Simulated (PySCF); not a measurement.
## Correlation energy of In⁺ (indium, charge +1)

[Kr] 4d10 5s1 6s1, high-spin 3S determinant (an excited configuration). Calculation: PySCF 2.14, in aug-cc-pVQZ-DK3 (9s8p6d3f2g, 102 functions); scalar relativity by spin-free X2C-1e. Frozen: [Kr] 4d10; 2 electrons correlated.

With two correlated electrons CCSD is exact within the correlated space (frozen core and kept virtual orbitals).

```csv
level,correlation energy (mhartree)
CCSD,-5.71
```

Diagnostics: T1 = 0.010, D1 = 0.0208, largest double amplitude 0.051.

The outer electron is Rydberg-like, and this basis confines it to a smaller radius and binds it less than a complete one would.

Cost of the coupled-cluster step: of the order of 8 core-seconds, for 2 correlated electrons.

Iterations:

```
CC2 = 0
CCSD nocc = (np.int64(2), np.int64(0)), nmo = (79, 79)
frozen orbitals [[0, 1, 2, 3, 4, 5, 6, 7, 8, 9, 10, 11, 12, 13, 14, 15, 16, 17, 18, 19, 20, 21, 22], [0, 1, 2, 3, 4, 5, 6, 7, 8, 9, 10, 11, 12, 13, 14, 15, 16, 17, 18, 19, 20, 21, 22]]
max_cycle = 100
direct = 0
conv_tol = 1e-08
conv_tol_normt = 1e-06
diis_space = 8
diis_start_cycle = 0
Init t2, MP2 energy = -0.00314969473477885
Init E_corr(UCCSD) = -0.00314969477284282
cycle = 1  E_corr(UCCSD) = -0.00444146769880766  dE = -0.00129177293  norm(t1,t2) = 0.0293505
cycle = 2  E_corr(UCCSD) = -0.00505875115426752  dE = -0.000617283455  norm(t1,t2) = 0.0155629
cycle = 3  E_corr(UCCSD) = -0.00572332027944285  dE = -0.000664569125  norm(t1,t2) = 0.00835838
cycle = 4  E_corr(UCCSD) = -0.00570982126479498  dE = 1.34990146e-05  norm(t1,t2) = 0.000445813
cycle = 5  E_corr(UCCSD) = -0.00571104824460905  dE = -1.22697981e-06  norm(t1,t2) = 3.27995e-05
cycle = 6  E_corr(UCCSD) = -0.00571061114631221  dE = 4.37098297e-07  norm(t1,t2) = 8.24568e-06
cycle = 7  E_corr(UCCSD) = -0.00571060186578404  dE = 9.28052817e-09  norm(t1,t2) = 7.37417e-06
cycle = 8  E_corr(UCCSD) = -0.00571068744049725  dE = -8.55747132e-08  norm(t1,t2) = 2.79552e-06
cycle = 9  E_corr(UCCSD) = -0.00571066168604684  dE = 2.57544504e-08  norm(t1,t2) = 4.54931e-07
cycle = 10  E_corr(UCCSD) = -0.00571066114391971  dE = 5.42127131e-10  norm(t1,t2) = 1.78986e-08
UCCSD converged
E(UCCSD) = -5877.475242305289  E_corr = -0.005710661143919709
```
